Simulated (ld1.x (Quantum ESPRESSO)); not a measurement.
# Logarithmic derivatives: Sb (Z = 51), PAW

Sb, PAW, made with ld1.x (Quantum ESPRESSO) 7.5 (PBE, scalar-relativistic). Core [Kr] 4d10, reference 5s2 5p3. Waves: 5s (bound): rcut 1.70, rcutus 1.95 bohr; 5s channel at -0.1 Ry: rcut 1.70, rcutus 1.95 bohr; 5p (bound): rcut 1.85, rcutus 2.10 bohr; 5p channel at 0.9 Ry: rcut 1.85, rcutus 2.10 bohr; 5d channel at 0.15 Ry: rcut 1.95, rcutus 2.30 bohr. Local part: all-electron potential smoothed inside 2.25 bohr (lloc = -1). Core correction: Bessel-smoothed model core, default radius (core density twice the valence density). Augmentation charge: PSQ, radius 1.90 bohr.

The phase is arctan(r·u′/u) with u = r·R(r), unwrapped; energies in Ry, scanned from -3 to 5 Ry. A pole is an energy at which the radial function vanishes at the test radius. The pseudo phase is shifted by a multiple of π to meet the all-electron one at the reference energy, and phase errors are pseudo minus all-electron; the curves can meet again beyond the range given. Levels narrower than the energy grid can be missing from the lists of poles.

**Question.** For each channel, where are the poles, and over which energies does the pseudopotential scatter like the atom?

**Answer.**

```csv
channel,radius (bohr),reference energy (Ry),"poles, all-electron","poles, pseudo",unbroken range about the reference energy with phases within 0.05 rad,phase error 1 Ry above the reference energy (rad)
s,2.49,-0.94,0.56,0.56,below 3.7,-0.000
p,2.49,-0.35,1.94,1.93,below 4.6,+0.000
d,2.49,0.15,"-2.39, 4.38",2.64,-1.9 to 0.8,-0.253
```

Phases in the s channel:

```tsv
E (Ry)	all-electron	pseudo
-3.00	1.234	1.234
-2.76	1.200	1.200
-2.52	1.156	1.156
-2.28	1.094	1.094
-2.04	1.001	1.000
-1.80	0.848	0.848
-1.56	0.568	0.568
-1.32	0.051	0.051
-1.08	-0.590	-0.590
-0.84	-1.009	-1.009
-0.60	-1.232	-1.232
-0.36	-1.359	-1.359
-0.12	-1.441	-1.441
0.12	-1.498	-1.498
0.36	-1.542	-1.542
0.60	-1.577	-1.577
0.84	-1.606	-1.607
1.08	-1.633	-1.633
1.32	-1.657	-1.657
1.56	-1.680	-1.680
1.80	-1.703	-1.704
2.04	-1.727	-1.728
2.28	-1.752	-1.754
2.52	-1.780	-1.783
2.76	-1.812	-1.818
3.00	-1.851	-1.859
3.24	-1.898	-1.913
3.48	-1.959	-1.985
3.72	-2.043	-2.092
3.96	-2.162	-2.265
4.20	-2.346	-2.579
4.44	-2.638	-3.136
4.68	-3.070	-3.771
4.92	-3.539	-4.178
```
